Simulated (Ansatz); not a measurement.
A made-up structure of BH3IO (charge +1), closed shell:

```xyz
6
angstrom
O -0.6281 -0.3987 0.2860
B 0.6478 0.1770 -0.1378
I 0.5762 1.8735 -1.2732
H -1.4861 -0.0031 0.0459
H 1.2045 1.1572 0.0899
H 1.5739 -0.4433 0.2508
```

It is relaxed with PBE-D4/def2-SVP and then PBE0-D4/def2-TZVP (Ansatz 0.2.0). Atoms count as bonded within 1.22 times the sum of their covalent radii (H–H: 0.88 Å). The end point is not checked to be a true minimum.

Task: Does its bonding change? (A judgement: the text doesn't fix the answer.)

Result: The calculation gives: Yes. Formed: none; broken: B2–H5.

Where it ends: The first stage lowers the energy by 2.63 eV in 15 steps. It ends as BH₃IO ([OH][BH][IH]), total charge +1:
O1  (-0.852, -0.663, 0.161)
B2  (0.319, -0.119, 0.099)
I3  (0.572, 2.007, -0.784)
H4  (-1.694, -0.293, -0.123)
H5  (2.173, 1.971, -0.529)
H6  (1.371, -0.540, 0.436)
(Å)

Labels in which every atom is bracketed show which atoms are joined, not bond orders.

For scale, one of the runs: PBE0-D4/def2-TZVP relaxation, 130 basis functions, launched by `ansatz run in.yaml --threads 2 --pin off --events-out ev --progress --plain --max-ram 4352MiB`. Hardware: 2 CPU threads of an Arm Neoverse V1, shared host. Wall time about 20 s.
